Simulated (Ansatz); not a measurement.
`C=C[CH2][Al]([Cl])[Cl]` + CH₃OH → `C[O][Al]([Cl])[Cl]` + propene at 400 K and 1 bar (ligand exchange at the Al–C bond).

Gas-phase electronic energies from Ansatz, PBE0-D4/def2-TZVP geometries. CBS: MP2 limit from def2 TZ/QZ plus the TZ coupled-cluster correction, frozen cores. This one scheme is used for every species. One conformer a species, not always the lowest.

```tsv
species	CCSD(T)/CBS energy (Eh)	H − E (kJ/mol)	S (J/(mol·K))
`C=C[CH2][Al]([Cl])[Cl]`	-1278.87133	229.5	419.8
CH₃OH	-115.61712	151.2	252.6
`C[O][Al]([Cl])[Cl]`	-1276.79096	151.9	399.2
`C=CC`	-117.74610	229.7	285.2
```

H − E and S are ideal-gas, rigid-rotor, harmonic terms from PBE0-D4/def2-TZVP, for one conformer and one mirror image of each species. 1 Eh = 2625.50 kJ/mol, R = 8.31446 J/(mol·K).

By hand: ΔE, ΔH, ΔS and ΔG.

ΔE = (-1276.79096) + (-117.74610) − (-1278.87133) − (-115.61712) = -0.04861 Eh = -127.6 kJ/mol. Δ(H − E) = 151.9 + 229.7 − 229.5 − 151.2 = 0.9, so ΔH = -126.7 kJ/mol. ΔS = 399.2 + 285.2 − 419.8 − 252.6 = 12.0 J/(mol·K). ΔG = -126.7 − 400 × (12.0)/1000 = -131.5 kJ/mol.

By hand: the equilibrium constant, and the temperature at which ΔG would vanish if ΔH and ΔS stayed fixed.

log₁₀ K = −ΔG/(RT ln 10) = 17.2. ΔH and −TΔS have one sign here, so there is no such temperature.

The number of gas molecules stays the same, so ΔS is small and ΔH decides. A doubt of 5 kJ/mol in ΔE shifts log₁₀ K by 0.7 here. Other conformers and mirror images would add mixing entropy, several J/(mol·K) or more a flexible species. These are equilibria of isolated gas molecules and say nothing of rates. Largest T1 diagnostic: 0.010 (customary marks: 0.02 for closed shells, 0.045 for open ones).

ΔS is within the doubt of such terms, so its sign, and with it that verdict, could turn.
